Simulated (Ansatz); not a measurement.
C$_{2}$HAlF$_{2}$, SMILES `C#[C][Al]([F])[F]`, relaxed with RKS PBE0-D4/def2-TZVP in Ansatz 0.2.0 from a PBE-D4/def2-SVP geometry. The force threshold is 0.005 eV/Å; the program also tests the step.

The species carries charge 0 and has multiplicity 1.

Start:

```xyz
6

C    -0.146   -1.453    1.172
C    -0.050   -0.498    0.401
Al    0.097    0.968   -0.781
F    -0.782    1.031   -2.194
F     1.110    2.247   -0.449
H    -0.230   -2.294    1.851
```

**Question.** By how much does the energy fall, and how many steps does the optimiser take? (Estimate.)

**Answer.** Computed: 5.95 kJ/mol, in 6 steps.

**Question.** Which bonds change most? (Estimate.)

**Answer.** Ansatz gave: Al3–F5 from 1.665 to 1.635 Å; Al3–F4 from 1.665 to 1.635 Å; C1–C2 from 1.231 to 1.208 Å; C1–H6 from 1.084 to 1.067 Å.

**Question.** Give the relaxed structure. (An estimate is asked.)

**Answer.** Computed: 
```xyz
6

C    -0.145   -1.432    1.157
C    -0.050   -0.496    0.400
Al    0.097    0.960   -0.775
F    -0.768    1.015   -2.162
F     1.095    2.213   -0.445
H    -0.229   -2.260    1.825
```
